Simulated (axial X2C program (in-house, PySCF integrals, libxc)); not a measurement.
## ScBr⁺: from Re and ωe to a spectrum

A bond curve at the CCSD(T) level, with spin–orbit coupling, was computed with an axial X2C code built on PySCF integrals (basis Br dyall-cv3z [8s9p6d4f1g], Sc dyall-cv3z [10s11p7d5f2g] (cores contracted in-house)) for the state Ω = 3/2 (⟨Sz⟩ = -0.50, ⟨Lz⟩ = 2.00 at HF). Its fit gives Re = 2.4235 Å, ωe = 355.2 cm⁻¹, ωexe = 0.776 cm⁻¹ and αe = 3.260e-04 cm⁻¹; the masses are 78.9183 and 44.9559 u. Two-component means X2C with spin–orbit coupling and atomic mean-field Coulomb and Gaunt terms.

Correlated methods: 9 electrons correlated (number of frozen shells: Br 3 s, 2 p, 1 d; Sc 3 s, 2 p), 317 virtual spin orbitals or spinors in MP2, 90 natural virtuals in coupled cluster.

Find the reduced mass, Be and the force constant.

From the CCSD(T) values: μ = 28.6407 u. Be = 16.8576/(μ Re²) = 0.1002 cm⁻¹. k = 5.8918×10⁻⁷ μ ωe² = 2.13 mdyn/Å.

A Morse curve ties αe to the other constants (Pekeris). How well does that hold?

αe(Morse) = 6Be²/ωe × (√(ωexe/Be) − 1) = 3.024e-04 cm⁻¹; the CCSD(T) curve gives 3.260e-04 cm⁻¹, a ratio of 0.93.

Estimate the centrifugal constant by the Kratzer relation.

D = 4Be³/ωe² = 3.19e-08 cm⁻¹.

Where do the fundamental and the first overtone lie?

ν(1←0) = ωe − 2ωexe = 353.6 cm⁻¹; ν(2←0) = 2ωe − 6ωexe = 705.7 cm⁻¹.

One determinant describes the state; a PBE0 search over occupations chose it and may have missed a lower one. CCSD and (T) use frozen natural virtuals with an MP2 correction for the truncation; (T) itself is uncorrected, so its De runs slightly low. Other states lie close and PBE0, whose exact exchange favours high spin, may order them wrongly; the determinant shown need not be the ground state. The nearest other 2c determinant of the search, Ω = 5/2, lies 0.02 eV up at the distance of the search. The outer-core s and p shells of the metal are frozen in the correlated rows, which leaves out core–valence correlation; for alkali and alkaline-earth bonds that tends to lengthen them. With the outer-core shells frozen, correlated bond lengths of heavy atoms tend to come out a few hundredths of an ångström too long.
